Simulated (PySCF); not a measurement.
Work out the structure from these simulated measurements.

Formula: C10H9OPS.

* 13C NMR: chemical shifts (computed TMS as zero) by class: 143.1 (1 C), 141.7 (1 C), 140.9 (1 C), 139.6 (1 C), 137.3 (1 C), 135.5 (2 C), 134.0 (2 C), 132.0 (1 C) ppm [GIAO PBE0/pcSseg-1]
* Triplet: lowest triplet excitation (Tamm–Dancoff): 3.60 eV [TDA CAM-B3LYP/def2-SVPD]
* NMR, other nuclei: isotropic shieldings of nuclei other than C and H, by class: 270 (1 O), 337 (1 P), 278 (1 S) ppm [GIAO PBE0/pcSseg-1]
* Rotational structure: rotational constants A, B, C: 1.164, 0.422, 0.350 GHz [PBE0-D3(BJ)/def2-SVP]
* 1H NMR: chemical shifts (computed TMS as zero) by class: 8.35 (1 H), 8.07 (1 H), 8.07 (2 H), 7.62 (2 H), 7.59 (1 H), 7.47 (1 H), 7.21 (1 H) ppm [GIAO PBE0/pcSseg-1]
* Polarisability: 154.8 au [CAM-B3LYP/def2-SVPD]
* Dipole: 4.06 D [CAM-B3LYP/def2-SVPD]

The electronic properties come from PySCF, for the isolated species, density fitting. Levels stand in brackets. The structure is a single PBE0-D3(BJ)/def2-SVP conformer in the gas phase; no vibrational or solvent corrections. NMR classes are plain means over equivalent atoms (diastereotopic ones count apart unless rotation or inversion swaps them), as if these changed places fast.

Question: What is the compound? Reason from the data.

Answer: Numbering: `[O:1]=[P@H:2]([c:3]1[cH:4][cH:5][cH:6][cH:7][cH:8]1)[c:9]1[cH:10][cH:11][cH:12][s:13]1`. 10 carbons fall into 8 classes; from least to most shielded: aromatic CH carbon [C10] (143.1 ppm), substituted aromatic carbon [C9] (141.7 ppm), aromatic CH next to a ring sulfur [C12] (140.9 ppm), substituted aromatic carbon [C3] (139.6 ppm), aromatic CH carbon [C6] (137.3 ppm), aromatic CH carbon [C4/C8] (135.5 ppm, 2 C, up to 5.1 ppm apart in this geometry), aromatic CH carbon [C5/C7] (134.0 ppm, 2 C), aromatic CH carbon [C11] (132.0 ppm). Hydrogen classes from least to most shielded: 1 H on a phosphoryl phosphorus, P2 (8.35 ppm), 1 H on an aromatic CH carbon, C10 (8.07 ppm), 2 H on the ortho carbons, C4/C8 (8.07 ppm, a mean of values up to 0.7 ppm apart in this geometry), 2 H on the meta carbons, C5/C7 (7.62 ppm), 1 H on the para carbon, C6 (7.59 ppm), 1 H on an aromatic CH next to a ring sulfur, C12 (7.47 ppm), 1 H on an aromatic CH carbon, C11 (7.21 ppm). The other shieldings belong to: 270 ppm, phosphoryl oxygen [O1]; 337 ppm, phosphoryl phosphorus [P2]; 278 ppm, thiophene-type sulfur [S13]. The optimised geometry has point group C1 and is an asymmetric top. Structure: `O=[P@H](c1ccccc1)c1cccs1` (phenyl(2-thienyl)phosphine oxide). The assignments are read from this structure; whether some other isomer fits the data as well wasn't checked. The mirror image fits equally.

Shape of the structure used: `[O:1]=[P@H:2]([c:3]1[cH:4][cH:5][cH:6][cH:7][cH:8]1)[c:9]1[cH:10][cH:11][cH:12][s:13]1`: O1–P2–C3–C4 171°, O1–P2–C9–C10 1°.
